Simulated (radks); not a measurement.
Values are calculated unless marked as measured or tabulated.
The iridium ion Ir2+, 75 electrons, occupied as [Xe] 4f14 5d7. Level of theory: scalar-relativistic Kohn-Sham, PBE, spin-polarised, spherical densities, point nucleus; open shells are filled with parallel spins first (spin-orbit coupling, left out, can overturn this in heavy ions) (a radial shooting solver on a logarithmic mesh with Libxc functionals).

X-ray form factor f0, the Fourier transform of the density (f0(0) = 75):

sin(theta)/lambda (1/angstrom)  f0 (electrons)
0.05                                    74.232
0.1                                     72.088
0.15                                    68.969
0.2                                     65.332
0.25                                    61.553
0.3                                     57.871
0.4                                     51.221
0.5                                     45.626
0.6                                     40.907
0.8                                     33.269
1                                       27.308
1.25                                    21.847
1.5                                     18.276
2                                       14.351
